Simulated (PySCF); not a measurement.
**BPb: one state, many levels of theory**

State: ⁴Σ⁻ (quartet), unpaired electrons σ ↑, π ↑↑. Set-up: B def2-SVP, Pb def2-SVP with ECP60; scalar-relativistic core potentials (PySCF 2.14). De refers to B + Pb in their high-spin ground configurations, without counterpoise correction. The functionals are run spin-unrestricted. A positive dipole means B(−)Pb(+).

```
      Level  Re (Å)  ωe (cm⁻¹)  De (eV)  μ (D)
        UHF   2.239        499     1.22   1.36
    UHF-MP2   2.243        596     2.21    n/a
UHF-SCS-MP2   2.250        572     1.83    n/a
   UHF-CCSD   2.275        496     1.97    n/a
UHF-CCSD(T)   2.280        497     2.12    n/a
        PBE   2.285        490     2.86   1.96
     revPBE   2.298        479     2.66   2.01
     r²SCAN   2.264        513     2.75   1.77
       PBE0   2.254        519     2.59   1.91
      B97-3   2.265        510     2.42   2.16
      HSE06   2.258        516     2.60   1.89
     M06-2X   2.257        501     2.21   1.72
```

Question: Which functional lies closest to UHF-CCSD(T) in De, which farthest, and by how much do they differ from it?

Answer: Closest is M06-2X (-2.3 pm in Re, +0.8 % in ωe, +0.09 eV in De against UHF-CCSD(T) in the same basis), farthest PBE (+0.5 pm in Re, -1.4 % in ωe, +0.74 eV in De). CCSD(T) converges more slowly with the basis than the functionals do and binds too weakly in this one, so the order can change at the basis-set limit.

Question: What does the step from GGA to meta-GGA do here, going from PBE to r²SCAN?

Answer: r²SCAN less PBE: -2.1 pm in Re, +4.7 % in ωe, -0.11 eV in De. 

Question: What does second-order correlation do here, going from UHF to UHF-MP2?

Answer: UHF-MP2 less UHF: +0.4 pm in Re, +19.4 % in ωe, +0.99 eV in De. Correlation nearly always deepens the well. The bond lengthens, as in strong covalent bonds, where excitations into antibonding orbitals dominate.

Correlated steps freeze 5 core orbitals. Correlated levels converge slowly with the basis: in double zeta they bind strong bonds too weakly, by up to about 1 eV, and carry superposition errors of some tenths. Spin–orbit coupling is left out, which matters for elements this heavy, above all for dissociation energies. The state is the lowest determinant that a PBE0 search found; another state may lie lower at other levels.
